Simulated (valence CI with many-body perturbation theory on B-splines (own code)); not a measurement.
## Mo XXVIII: electric-dipole lines

Calculated by relativistic CI+MBPT: five valence electrons over a frozen Dirac-Fock core [Ne], radial functions for each j: 11 s, 11 p, 10 d, 8 f, 5 g, 2 h, with the one-electron correlation potential Σ1 (screened to all orders), the two-electron term Σ2, the three-electron term Σ3, Breit, model QED; selected single and double excitations, second order for the rest, scaled by the run's own slope (own B-spline code, finite nucleus).

The last digits are not significant, and no measured levels were compared; by estimate large intervals hold to a few tenths of a per cent, small ones and those within an open d or f shell to about a per cent. Among the levels kept, up to 3700 cm⁻¹ of a level comes from second order outside the variational space, and about a tenth of that is noise between levels of different J, which matters for small intervals.

Lines 51 to 100 of 583 in falling wavelength, among levels below 315.57 eV, chosen from the strongest by gf and those to the six lowest levels. Wavelengths and rates use the calculated energies. Electric multipoles are in the length gauge with retardation, E1 and E2 with the static RPA response of the core. Weak lines are less certain than strong ones. Lines between different terms over intervals too small for the method are left out, as are lines whose strength nearly cancels. Where a level lies close to another of its J and parity, the split of strength between their lines is uncertain. The highest levels of a list are the least certain.

Names give the largest LS component (configuration and term), which can be under half, so a name can repeat, a term be missing and a line seem to break the LS rules; names also repeat where a configuration has a term twice. Letters in brackets count levels of one name in rising energy.

```
λ vac (nm)                   Upper                  Lower   A (s⁻¹)  S (a.u.) with core polarisation  S without
     12.19   3s.3p3.3d 4F°_7/2 [b]      3s2.3p2.3d 4F_5/2  1.72e+10                         1.23e-01   1.26e-01
     12.16   3s2.3p2.3d 4D_1/2 [b]        3s2.3p3 2P°_1/2  8.47e+09                         1.50e-02   1.54e-02
     12.08  3s2.3p.3d2 4G°_9/2 [b]      3s2.3p2.3d 2G_9/2  1.78e+10                         1.55e-01   1.59e-01
     12.06       3s2.3p2.3d 2F_5/2        3s2.3p3 2D°_5/2  9.44e+08                         4.91e-03   5.03e-03
     12.05           3s.3p4 4P_1/2        3s2.3p3 4S°_3/2  1.50e+10                         2.59e-02   2.66e-02
     12.03   3s.3p3.3d 2P°_3/2 [a]  3s2.3p2.3d 2P_1/2 [a]  1.09e+10                         3.76e-02   3.85e-02
     12.01       3s.3p3.3d 6D°_5/2          3s.3p4 4P_5/2  1.32e+09                         6.79e-03   6.93e-03
     12.01       3s.3p3.3d 6D°_3/2          3s.3p4 4P_5/2  1.26e+09                         4.31e-03   4.40e-03
     11.98   3s.3p3.3d 2F°_5/2 [b]  3s2.3p2.3d 2D_5/2 [a]  1.21e+10                         6.13e-02   6.28e-02
     11.96   3s.3p3.3d 4F°_5/2 [a]      3s2.3p2.3d 4F_3/2  7.46e+09                         3.78e-02   3.87e-02
     11.94   3s.3p3.3d 2F°_7/2 [c]  3s2.3p2.3d 2D_5/2 [c]  8.79e+09                         5.90e-02   6.05e-02
     11.91       3s.3p3.3d 6D°_7/2          3s.3p4 4P_5/2  3.06e+08                         2.04e-03   2.08e-03
     11.89       3s2.3p2.3d 4D_3/2        3s2.3p3 2P°_1/2  1.56e+09                         5.17e-03   5.30e-03
     11.87   3s.3p3.3d 2D°_5/2 [d]  3s2.3p2.3d 2D_5/2 [c]  1.26e+10                         6.24e-02   6.40e-02
     11.81   3s.3p3.3d 4D°_7/2 [c]      3s2.3p2.3d 4D_5/2  8.14e+09                         5.30e-02   5.42e-02
     11.81   3s.3p3.3d 4D°_7/2 [b]      3s2.3p2.3d 4F_7/2  9.48e+09                         6.16e-02   6.31e-02
     11.76   3s.3p3.3d 2D°_3/2 [d]  3s2.3p2.3d 2D_3/2 [a]  8.82e+09                         2.83e-02   2.90e-02
     11.73  3s2.3p.3d2 4G°_9/2 [b]  3s2.3p2.3d 2F_7/2 [a]  2.28e+10                         1.82e-01   1.86e-01
     11.71   3s.3p3.3d 2P°_3/2 [c]  3s2.3p2.3d 2P_3/2 [b]  1.07e+10                         3.39e-02   3.47e-02
     11.70   3s.3p3.3d 2G°_9/2 [b]      3s2.3p2.3d 4F_9/2  1.94e+10                         1.53e-01   1.57e-01
     11.70   3s2.3p2.3d 4D_1/2 [a]        3s2.3p3 2D°_3/2  7.34e+09                         1.16e-02   1.19e-02
     11.69   3s.3p3.3d 2F°_5/2 [b]  3s2.3p2.3d 2D_3/2 [a]  1.96e+10                         9.28e-02   9.50e-02
     11.68       3s2.3p2.3d 4F_7/2        3s2.3p3 2D°_5/2  4.36e+08                         2.74e-03   2.79e-03
     11.66   3s.3p3.3d 4D°_5/2 [c]      3s2.3p2.3d 4P_5/2  1.77e+10                         8.30e-02   8.50e-02
     11.64   3s2.3p2.3d 2D_5/2 [a]        3s2.3p3 2P°_3/2  1.09e+09                         5.09e-03   5.21e-03
     11.64   3s.3p3.3d 4F°_5/2 [b]      3s2.3p2.3d 4F_3/2  9.54e+09                         4.46e-02   4.57e-02
     11.62       3s.3p3.3d 2G°_7/2      3s2.3p2.3d 4F_5/2  5.54e+09                         3.43e-02   3.51e-02
     11.61   3s.3p3.3d 4D°_7/2 [d]      3s2.3p2.3d 4P_5/2  6.41e+09                         3.96e-02   4.06e-02
     11.55   3s.3p3.3d 4D°_1/2 [f]  3s2.3p2.3d 2S_1/2 [a]  1.98e+10                         3.02e-02   3.09e-02
     11.55   3s.3p3.3d 4F°_3/2 [b]  3s2.3p2.3d 4D_1/2 [b]  1.07e+10                         3.24e-02   3.32e-02
     11.53   3s.3p3.3d 2D°_5/2 [a]      3s2.3p2.3d 4F_5/2  1.10e+10                         5.01e-02   5.14e-02
     11.53      3s2.3p.3d2 2H°_9/2      3s2.3p2.3d 2G_9/2  1.26e+10                         9.55e-02   9.79e-02
     11.53  3s2.3p.3d2 2F°_7/2 [a]  3s2.3p2.3d 2F_7/2 [a]  8.37e+09                         5.06e-02   5.19e-02
     11.53  3s2.3p.3d2 4G°_7/2 [b]      3s2.3p2.3d 4P_5/2  1.00e+10                         6.06e-02   6.20e-02
     11.50   3s.3p3.3d 4D°_5/2 [b]      3s2.3p2.3d 4F_7/2  6.89e+09                         3.10e-02   3.18e-02
     11.49  3s2.3p.3d2 2F°_7/2 [a]  3s2.3p2.3d 2D_5/2 [a]  5.06e+09                         3.03e-02   3.10e-02
     11.48  3s2.3p.3d2 4G°_7/2 [b]      3s2.3p2.3d 2G_7/2  3.28e+10                         1.96e-01   2.01e-01
     11.48   3s.3p3.3d 4F°_5/2 [c]      3s2.3p2.3d 2F_5/2  7.14e+09                         3.20e-02   3.28e-02
     11.47   3s.3p3.3d 4D°_3/2 [b]      3s2.3p2.3d 4F_5/2  1.53e+10                         4.56e-02   4.67e-02
     11.46   3s.3p3.3d 2D°_5/2 [e]  3s2.3p2.3d 2D_5/2 [d]  1.02e+10                         4.55e-02   4.66e-02
     11.44   3s.3p3.3d 4D°_7/2 [b]      3s2.3p2.3d 2F_5/2  8.90e+09                         5.26e-02   5.39e-02
     11.40   3s.3p3.3d 4P°_5/2 [b]      3s2.3p2.3d 4F_7/2  1.57e+10                         6.91e-02   7.09e-02
     11.34   3s.3p3.3d 2F°_5/2 [c]  3s2.3p2.3d 2D_5/2 [a]  1.66e+10                         7.15e-02   7.32e-02
     11.32   3s.3p3.3d 2D°_5/2 [b]      3s2.3p2.3d 4D_3/2  6.81e+09                         2.93e-02   3.00e-02
     11.31   3s.3p3.3d 4D°_3/2 [d]      3s2.3p2.3d 4P_3/2  1.67e+10                         4.78e-02   4.89e-02
     11.31   3s.3p3.3d 2F°_7/2 [a]      3s2.3p2.3d 4D_7/2  2.39e+10                         1.36e-01   1.40e-01
     11.31  3s2.3p.3d2 2F°_7/2 [c]  3s2.3p2.3d 2D_5/2 [c]  1.56e+10                         8.91e-02   9.12e-02
     11.31   3s.3p3.3d 4P°_3/2 [a]      3s2.3p2.3d 4F_5/2  1.15e+10                         3.27e-02   3.35e-02
     11.30   3s.3p3.3d 2D°_3/2 [b]      3s2.3p2.3d 2F_5/2  1.78e+10                         5.07e-02   5.19e-02
     11.29       3s2.3p2.3d 4F_3/2        3s2.3p3 4S°_3/2  5.77e+09                         1.64e-02   1.68e-02
```
